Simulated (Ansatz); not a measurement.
Relaxation of C3H6ClISi (12 atoms, charge 0, multiplicity 1), to a largest force component of 0.015 eV/Å in at most 40 steps.

Theory: RKS BLYP-D4/def2-SVP in Ansatz 0.2.0.

```xyz
12
Properties=species:S:1:pos:R:3:forces:R:3
Cl -0.660 -1.915 1.716 -0.45 -0.07 1.24
C -0.197 -1.511 0.055 0.37 -2.57 1.11
C 1.185 -1.125 -0.130 0.30 2.64 1.41
Si -0.582 0.082 -0.607 -0.08 1.31 -0.75
C -0.389 1.595 0.412 0.29 -0.43 1.57
I -1.899 3.009 -0.139 -0.58 0.73 -0.12
H -0.487 -2.358 -0.531 -0.41 -0.79 -0.97
H 1.715 -0.414 0.570 -0.57 -0.82 -0.09
H 1.654 -1.115 -1.069 0.84 -0.78 -1.82
H -0.404 0.294 -2.028 -0.06 0.04 -0.79
H 0.594 2.021 0.273 0.59 0.72 -0.29
H -0.452 1.380 1.513 -0.25 0.03 -0.50
```

Where does it end, and by what steps?

It converged. After 17 steps the energy has fallen by 1.405 eV; I6 moved furthest, 0.90 Å.

```tsv
step	energy less start (eV)	largest force component (eV/Å)	accepted
0	0.0000	2.638	yes
1	-0.6484	1.734	yes
2	-0.9863	1.529	yes
3	-1.2558	0.954	yes
4	-1.3448	0.630	yes
5	-1.3756	0.241	yes
6	-1.3838	0.164	yes
7	-1.3925	0.093	yes
8	-1.3830	0.334	no
9	-1.3958	0.024	yes
10	-1.4000	0.046	yes
11	-1.4027	0.091	yes
12	-1.4028	0.091	yes
13	-1.4029	0.090	yes
14	-1.4042	0.078	yes
15	-1.4050	0.035	yes
16	-1.4051	0.022	yes
17	-1.4051	0.013	yes
```

```xyz
12
Properties=species:S:1:pos:R:3
Cl -0.837 -1.541 1.738
C -0.288 -1.437 0.014
C 1.201 -1.070 -0.218
Si -0.029 0.256 -0.766
C -0.289 1.713 0.393
I -2.400 2.402 0.299
H -0.680 -2.294 -0.557
H 1.799 -0.884 0.690
H 1.738 -1.690 -0.958
H -0.325 0.484 -2.207
H 0.318 2.606 0.166
H -0.132 1.399 1.440
```

Whether the end is a true minimum wasn't checked by a vibrational analysis.

Time of the run: 61 s on 2 threads of Arm Neoverse V2, on a shared host, peak memory 0.2 GiB.
